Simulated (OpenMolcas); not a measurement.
Al2+: input and output

Input:

```
&GATEWAY
Coord
1

Al 0.0 0.0 0.0
Basis=ANO-RCC-VDZ
Group=XYZ
NoMove
AngMom=0.0 0.0 0.0
AMFI
&SEWARD
Relativistic=R04O02
&RASSCF
FileOrb=start.orb
Symmetry=1
Spin=2
nActEl=1 0 0
Inactive=2 3
Ras2=1 3
CIRoot=1 1 1
SDav=1
CIMx=300
Iter=120 100
PrWF=0.3
OrbListing=Nothing
MaxOrb=0
Atom
>>> COPY $Project.JobIph JOBPRE
&RASSCF
FileOrb=start.orb
Symmetry=1
Spin=2
nActEl=1 0 0
Inactive=2 3
Ras2=2 6
CIRoot=1 1 1
SDav=2
CIMx=300
Iter=120 100
PrWF=0.3
OrbListing=Nothing
MaxOrb=0
Atom
>>> COPY $Project.JobIph JOB001
&RASSCF
FileOrb=start.orb
Symmetry=2
Spin=2
nActEl=1 0 0
Inactive=2 3
Ras2=2 6
CIRoot=3 3 1
SDav=6
CIMx=300
Iter=120 100
PrWF=0.3
OrbListing=Nothing
MaxOrb=0
Atom
>>> COPY $Project.JobIph JOB002
&RASSI
NrOfJobIphs=2 1 3
1
1 2 3
IphNames
JOB001
JOB002
EJob
SpinOrbit
DIPRint=1.0
SOCoupling=1000.0
Subsets=2
MEES
Property=10
'ANGMOM' 1 'ANGMOM' 2 'ANGMOM' 3 'MLTPL  1' 1 'MLTPL  1' 2 'MLTPL  1' 3
'AMFI' 1 'AMFI' 2 'AMFI' 3 'MLTPL  2' 6
SOProperty=3
'ANGMOM' 1 'ANGMOM' 2 'ANGMOM' 3
```

Launched by
```bash
OMP_NUM_THREADS=1 MOLCAS_MEM=2252 MOLCAS_PROJECT=a pymolcas a.inp > a.log  # once for each step of the input, in one work folder
```

A driver script runs the steps one by one and writes start.orb anew before each from the orbitals found so far.

Output, cut to the results:

```
--- SEWARD ---
Basis set label: AL.ANO-RCC...4S3P.

      Electronic valence basis set:
      ------------------
      Associated Effective Charge  13.000000 au
      Associated Actual Charge     13.000000 au
      Nuclear Model: Point charge

      Shell  nPrim  nBasis  Cartesian Spherical Contaminant
         s      17       4        X
         p      12       3        X
Relativistic=R04O02
                  Relativistic Douglas-Kroll-Hess integrals:
                    - DKH order of Hamiltonian: 4
                    - DKH order of Properties : 2
--- RASSCF ---
Wave function specifications:
      -----------------------------

      Number of closed shell electrons          10
      Number of electrons in active shells       1
      Max number of holes in RAS1 space          0
      Max nr of electrons in RAS3 space          0
      Number of inactive orbitals                5
      Number of active orbitals                  8
      Number of secondary orbitals               0
      Spin quantum number                      0.5
      State symmetry                             1
Orbital specifications:
      -----------------------

      Symmetry species                           1   2
                                                ag  au
      Frozen orbitals                            0   0
      Inactive orbitals                          2   3
      Active orbitals                            2   6
      RAS1 orbitals                              0   0
      RAS2 orbitals                              2   6
      RAS3 orbitals                              0   0
      Secondary orbitals                         0   0
      Deleted orbitals                           0   0
      Number of basis functions                  4   9
      Number of CSFs                             2
      Number of root(s) required                 1
      Iter CI   SX   CI       RASSCF       Energy    max ROT     max BLB   max BLB  Level Ln srch  Step   QN
          iter iter root      energy       change     param      element    value   shift minimum  type update
 Nr of preliminary CI iterations:   1
 ###############################################################################
 ###############################################################################
 ###                                                                         ###
 ###                                                                         ###
 ###    WARNING: Problems in orbital optimization.                           ###
 ###                                                                         ###
 ###                                                                         ###
 ###############################################################################
 ###############################################################################
  Warning: In symmetry  1, orbital p=   4 has diagonal density matrix element D(p,p) close to zero. D(p,p)=  3.079798E-30
 ###############################################################################
        ...
  Warning: In symmetry  2, orbital p=   7 has diagonal density matrix element D(p,p) close to zero. D(p,p)=  0.000000E+00
  Warning: In symmetry  2, orbital p=   8 has diagonal density matrix element D(p,p) close to zero. D(p,p)=  0.000000E+00
  Warning: In symmetry  2, orbital p=   9 has diagonal density matrix element D(p,p) close to zero. D(p,p)=  0.000000E+00
        4   1    1    1  -241.46545722   -4.26E-13   0.00E+00    2   4 1 -8.47E-09   0.00   0.00    SX    NO
      Convergence after  4 iterations
        5   1    1    1  -241.46545722    3.13E-13   0.00E+00    2   4 1 -8.47E-09   0.00   0.00    SX    NO
      Natural orbitals and occupation numbers for root  1
      sym 1:   1.000000   0.000000
      sym 2:   0.000000   0.000000   0.000000   0.000000   0.000000   0.000000
::    RASSCF root number  1 Total energy:   -241.46545722
--- RASSCF ---
Wave function specifications:
      -----------------------------

      Number of closed shell electrons          10
      Number of electrons in active shells       1
      Max number of holes in RAS1 space          0
      Max nr of electrons in RAS3 space          0
      Number of inactive orbitals                5
      Number of active orbitals                  8
      Number of secondary orbitals               0
      Spin quantum number                      0.5
      State symmetry                             2
Orbital specifications:
...
--- RASSI ---
SPIN-FREE ENERGIES:
  (Shifted by EMIN (a.u.) =       -241.4654572181)

 SF State       Relative EMIN(au)   Rel lowest level(eV)    D:o, cm**(-1)      L_eff

     1             0.0000000000        0.0000000000              0.0000         0.0
     2             0.2581288810        7.0240446827          56652.7410         1.0
     3             0.2581288810        7.0240446827          56652.7410         1.0
     4             0.2581288810        7.0240446827          56652.7410         1.0
     Dipole printing threshold changed to   1.00000000E+00

++ Dipole transition strengths (spin-free states):
   -----------------------------------------------
     for osc. strength at least  1.00000000E+00

  ( Max oscillator strength is only   0.31232322935354362      )
--
Eigenvalues of complex Hamiltonian:
   -----------------------------------
  (Shifted by EMIN (a.u.) =       -241.4654572181)

 SO State       Relative EMIN(au)   Rel lowest level(eV)    D:o, cm**(-1)     J-value

     1             0.0000000000        0.0000000000              0.0000         0.4
     2             0.0000000000        0.0000000000              0.0000         0.4
     3             0.2575024026        7.0069973367          56515.2449         0.4
     4             0.2575024026        7.0069973367          56515.2449         0.4
     5             0.2584421202        7.0325683557          56721.4891         1.0
     6             0.2584421202        7.0325683557          56721.4891         1.1
     7             0.2584421202        7.0325683557          56721.4891         1.3
     8             0.2584421202        7.0325683557          56721.4891         1.2
Weights of the five most important spin-orbit-free states for each spin-orbit state.

 SO State  Total energy (au)           Spin-free states, spin, and weights
 -------------------------------------------------------------------------------------------------------
...
```

The J values that RASSI prints are effective ones from its own formula and need not be integers or half-integers; the table below assigns J from the states.

Levels above the lowest, from the spin-orbit matrix, grouped by J:

```
Configuration  Term    J  E (cm-1)  Measured (cm-1)      g  Term weight %
           3s    2S  1/2       0.0              0.0  2.002            100
           3p   2P*  1/2     56515            53683  0.666            100
           3p   2P*  3/2     56721            53917  1.334            100
```

Against the 2 measured excited levels shown (NIST levels in Kelleher and Podobedova, J. Phys. Chem. Ref. Data 37, 709 (2008)) the mean absolute deviation is 2800 cm-1; the largest miss in energy is 3p 2P* 1/2: computed 56515, measured 53683 cm-1 (+5.3 %).

With one active electron outside closed inactive shells, the extra shells (4p 4s) add no correlation to the reference. With one active electron the reference holds no correlation, so core polarisation is missing. Measured partners are found by configuration, term and J. A level has none where our copy of the source lacks it or the pairing is in doubt (some pairs that miss far off the trend of their configuration count as doubtful), and it then counts in no deviation. Levels of configurations outside the active space are missing. The first state left out of the spin-orbit step lies near 130000 cm-1 above the lowest spin-free state of the reference (among the parities and spins computed), and the list stops at four fifths of that energy or lower.

The RASSCF and RASSI steps took 6.7 s on 1 thread of AMD EPYC 9R14 (Zen 4) (shared host); the integral step is not counted.

The term weight is that of the spin-free term in the level, not the purity of its configuration. * marks odd parity.
